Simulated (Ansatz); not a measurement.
`FB(Cl)[O][InH2]`, charge 0, multiplicity 1.

Problem. Give a relaxed structure at PBE0-D4/def2-TZVP (Ansatz). (Estimate.)

Solution. The calculation gave: 
Z-matrix (Å, degrees):
```
B
Cl 1 1.767
O 1 1.313 2 123.3
F 1 1.352 2 115.6 3 180.0
In 3 2.038 1 122.6 2 180.0
H 5 1.700 3 110.2 1 91.8
H 5 1.700 3 110.2 1 -91.7
```
Point group Cs.
